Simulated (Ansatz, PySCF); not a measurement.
This Ansatz (an electronic-structure program) input computes a CAM-B3LYP/def2-TZVPD energy:

Ansatz 0.2 input:
```yaml
crystal:
  periodic: [false, false, false]
  atoms:
    - {symbol: Si, position_ang: [-0.09897798, -0.08319078, -0.34877666]}
    - {symbol: Cl, position_ang: [0.45216596, 0.38004449, 1.59333350]}
    - {symbol: O, position_ang: [-0.86295889, 1.18805967, -1.01009602]}
    - {symbol: O, position_ang: [1.22822907, -0.43167941, -1.21720337]}
    - {symbol: O, position_ang: [-1.09251820, -1.36763063, -0.33536287]}
    - {symbol: H, position_ang: [-0.42287490, 2.04179908, -1.01249638]}
    - {symbol: H, position_ang: [1.82396016, -1.11387712, -0.89742001]}
    - {symbol: H, position_ang: [-1.88423062, -1.33400457, 0.20741829]}
basis:
  gaussian:
    orbitals: def2-TZVPD
hamiltonian:
  xc: {name: CAM-B3LYP}
output: {forces: true}
```

Question: Write an input for the same energy in PySCF and say what it gives.

Answer: 
```python
from pyscf import gto, scf, dft

mol = gto.M(
    atom='''
    Si   -0.09897798   -0.08319078   -0.34877666
    Cl    0.45216596    0.38004449    1.59333350
    O    -0.86295889    1.18805967   -1.01009602
    O     1.22822907   -0.43167941   -1.21720337
    O    -1.09251820   -1.36763063   -0.33536287
    H    -0.42287490    2.04179908   -1.01249638
    H     1.82396016   -1.11387712   -0.89742001
    H    -1.88423062   -1.33400457    0.20741829
    ''',
    basis='def2-tzvpd',
    charge=0,
    spin=0,
    verbose=4,
)

mf = dft.RKS(mol, xc='camb3lyp').density_fit(auxbasis='def2-universal-jkfit')
mf.grids.level = 3
mf.conv_tol = 1e-9
mf.max_cycle = 100
mf.max_memory = 1500
mf.kernel()
if not mf.converged:
    mf = mf.newton()
    mf.kernel(mf.make_rdm1())
mf.analyze()
```
It gives -977.47944 Eh, and Ansatz -977.47938 Eh, a difference of 0.06 mEh, from the treatment of integrals and grids.
